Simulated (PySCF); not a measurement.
**Radial density of Mg²⁺ (magnesium, charge +2)**

UHF, [Ne], closed-shell 1S. All numbers are calculated (PySCF 2.14, scalar relativity by spin-free X2C-1e, in Sapporo-DZP-2012 (5s4p1d, 22 functions)).

| r (bohr) | 4πr²ρ (e/bohr) |
| --- | --- |
| 0.00248 | 0.07775 |
| 0.00417 | 0.2146 |
| 0.00701 | 0.5711 |
| 0.0118 | 1.433 |
| 0.0198 | 3.355 |
| 0.0334 | 6.866 |
| 0.0561 | 11.38 |
| 0.0944 | 13.25 |
| 0.159 | 9.652 |
| 0.267 | 7.552 |
| 0.449 | 10.89 |
| 0.756 | 8.153 |
| 1.27 | 1.799 |
| 2.14 | 0.07456 |
| 3.60 | 8.411e-05 |

Densities and radii are taken from the X2C orbitals without a picture-change correction, which distorts them close to the nucleus.
